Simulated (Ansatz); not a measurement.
A structure relaxed at B3LYP/def2-SVPD in Ansatz, charge -1, doublet:

Cartesian coordinates in Å:
```
Mg 2.326 0.499 1.292
Mg -2.746 -0.937 0.313
Mg -1.098 0.069 -2.216
Mg 1.936 0.944 -1.866
Mg -0.419 -0.575 2.477
```

Question: Give its formula and point group.

Answer: the cluster Mg5⁻. Point group Cs (tolerance 0.1 Å).

Question: Summarise the bond lengths by kind (pairs closer than 1.2 times the sum of covalent radii, bridged metal pairs left out).

Answer: 5 × Mg–Mg 3.18 to 3.21 Å.

The highest occupied level of the charge -1 doublet lies above zero (up to 0.17 eV). The electron is either unbound and held by the finite basis, or the level is raised by self-interaction error. Another isomer (doublet) lies 0.30 eV lower at PBE0/def2-TZVPD; other spin states weren't run for this one.
